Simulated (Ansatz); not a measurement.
The cluster Cu2H2, relaxed as a singlet with RKS PBE0-D4/def2-TZVP in Ansatz, starting from the GFN2-xTB geometry. Force threshold 0.02 eV/Å.

The structure comes from a short search, and lower isomers may exist.

Start:

```xyz
4

Cu    1.054    0.260   -0.386
Cu   -1.097   -0.275    0.357
H     1.814    0.694   -1.519
H    -1.772   -0.678    1.548
```

Estimate the energy that the relaxation releases and the steps that it takes.

24.0 kcal/mol, in 12 steps; 39 s on 4 threads of Intel Xeon on a shared host. No frequencies were taken in this run, so the end may be a saddle point.

Does the start keep its bonding and symmetry?

Bonds formed: Cu1–H4 (atoms count from 1). The end is the same structure that another start reached, the lowest one found. Point group Cs at the start, Cs at the end, both within 0.05 Å.

Predict the relaxed structure.


```xyz
4

Cu    0.610    0.109   -0.046
Cu   -1.745   -0.288    0.038
H     1.678    0.540   -1.043
H    -0.543   -0.361    1.051
```
Bond lengths (bridged metal pairs left out): 3 × Cu–H 1.52 to 1.66 Å.
